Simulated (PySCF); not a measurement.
# Bonding in `[SiH3]CS[SiH2]O[SiH3]`

CH₁₀OSSi₃.
Atom-mapped SMILES: `[SiH3:1][CH2:2][S:3][SiH2:4][O:5][SiH3:6]` (hydrogens: H7, H8, H9 on Si1; H10, H11 on C2; H12, H13 on Si4; H14, H15, H16 on Si6)

Structure used (GFN2-xTB), in Å, numbered top down from 1:
```xyz
16
CH10OSSi3 angstrom
Si     2.2264    0.1648   -1.0592
C      1.2961   -1.0908    0.0241
S      1.1896   -0.5724    1.7800
Si    -0.3384    0.9192    1.7388
O     -1.4258    0.5398    0.6074
Si    -2.6707   -0.1499   -0.1725
H      3.5588    0.3756   -0.4974
H      2.3037   -0.4096   -2.4050
H      1.4783    1.4221   -1.0901
H      1.8077   -2.0507    0.0528
H      0.2799   -1.2608   -0.3236
H     -0.9480    0.8730    3.0552
H      0.1818    2.2103    1.3132
H     -2.2097   -1.4350   -0.6999
H     -3.7483   -0.3285    0.7950
H     -2.9889    0.8019   -1.2312
```

Bond orders from the PBE0/pcSseg-1 density (PySCF). The structure is a single GFN2-xTB conformer in the gas phase; no vibrational or solvent corrections. GFN2-xTB frequencies show an imaginary mode (60i cm⁻¹), so this geometry is no minimum at that level.

(1) How far do the computed orders between heavy atoms stray from the drawn ones?

(2) Set the Mayer orders of the bonds beside their lengths.

Results:

(1) The largest departure is 0.123, at Si1–C2 (drawn single, 0.877). Drawn single, order below 0.88: Si1–C2 (0.877).

(2) 
```csv
bond,drawn as,length (Å),Mayer order
Si1–C2,single,1.901,0.877
C2–S3,single,1.834,0.977
S3–Si4,single,2.136,0.980
Si4–O5,single,1.614,0.940
O5–Si6,single,1.623,0.909
Si1–H7,single,1.461,0.951
Si1–H8,single,1.465,0.933
Si1–H9,single,1.463,0.944
C2–H10,single,1.088,0.940
C2–H11,single,1.087,0.920
Si4–H12,single,1.451,0.924
Si4–H13,single,1.456,0.905
Si6–H14,single,1.464,0.918
Si6–H15,single,1.459,0.931
Si6–H16,single,1.459,0.931
```

By pair of heavy elements: O–Si: lowest O5–Si6 (0.909, 1.623 Å), highest Si4–O5 (0.940, 1.614 Å).

Q: Sum the orders of all bonds at each heavy atom with more than one neighbour and set the sums beside the valence in the SMILES.

A: Si1 3.705 (drawn 4), C2 3.714 (drawn 4), S3 1.957 (drawn 2), Si4 3.749 (drawn 4), O5 1.849 (drawn 2), Si6 3.689 (drawn 4). Orders between atoms that aren't bonded are not in these sums.

For a closed shell the Mayer order of atoms A and B is Σ (PS)μν (PS)νμ over the basis functions μ on A and ν on B, with P the density and S the overlap matrix.
